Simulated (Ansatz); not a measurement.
Gas-phase electronic energies from Ansatz, PBE0-D4/def2-TZVP geometries. CCSD(T)/CBS adds triple-zeta CCSD(T) − MP2 to the extrapolated MP2 energy (def2 sets, frozen cores). This one scheme is used for every species. Functionals use def2-TZVPP. B3LYP here is the variant with VWN-RPA as its local correlation; programs differ in this. For Br outer-core shells are correlated without core-valence functions, which leaves a few kJ/mol of doubt a bond. Scalar relativity is left out up to krypton. One conformer a species, not always the lowest.

Reaction (formal exchange of groups at a C–C bond): `OC/C=C/Br` + `NBCl` → `NB(Cl)CO` + `C=CBr`

```
    species  B3LYP energy (Eh)
`OC/C=C/Br`        -2766.78611
     `NBCl`         -541.76438
 `NB(Cl)CO`         -656.35176
    `C=CBr`        -2652.20665
```

Question: Work out ΔE.

Answer: ΔE = (-656.35176) + (-2652.20665) − (-2766.78611) − (-541.76438) = -0.00792 Eh = -5.0 kcal/mol. CCSD(T)/CBS gives -5.4 kcal/mol.

Largest T1 diagnostic among the species: 0.011.
